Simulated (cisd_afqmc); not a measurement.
Input (AFQMC/CISD/def2-QZVPP; cisd_afqmc is a phaseless AFQMC code with CISD trial states that reads the integrals written by Ansatz): A basis named .json is the Basis Set Exchange file of that set.

Ansatz 0.2 input:
```python
import cisd_afqmc

open("ham.yaml", "w").write("""\
crystal:
  periodic: [false, false, false]
  atoms:
    - {symbol: Se, position_ang: [0.00000000, 0.00000000, 0.00000000]}
basis:
  gaussian:
    orbitals: def2-QZVPP.json
magnetization: {spin_polarized: true, initial_magnetization: 2}
correlation: {method: ccsd, electrons: outside_noble_gas, hamiltonian_folder: ham}
scf: {lower_state_search: full}
""")
rep = cisd_afqmc.ansatz("ham.yaml")
e_ccsd = rep["correlation"]["coupled_cluster"]["energy"]["hartree"]
out = cisd_afqmc.run("ham", e_ccsd, trial="CISD", walkers=2000, populations=1, threads=12, dt=0.005, steps=40, early=24, settle=10, least=100,
    cut=5e-5, rank_cut=2e-4, target=0.0004, seconds=1000, seed=4, memory=62639, gpu=True)
```

Output:

```
orbitals 75, occupied [4, 2], factors 445 of 593, rank of the doubles 179 of 430
E(HF) = -2399.874652
E(CCSD) on the cut factors = -2400.002395, shift to the whole factors -0.000003
Energy of the trial state on the determinant = -2400.002288
  tau behind 7.2 of longer steps, mean of the populations' last blocks
   2.0  -2400.00765
   4.0  -2400.00732
   6.0  -2400.00850
   8.0  -2400.00730
  10.0  -2400.00726
  12.0  -2400.00713
  14.0  -2400.00583
  16.0  -2400.00706
  18.0  -2400.00718
  20.0  -2400.00691
  22.0  -2400.00754
blocks 96 (4 outliers left out), error by blocks joined: 1: 0.00004, 2: 0.00005, 4: 0.00005, 8: 0.00006
E(AFQMC/CISD) = -2400.00725 +/- 0.00006
```

The error still grows at the longest joins of blocks, or few joins were possible, so the printed bar may be too narrow.
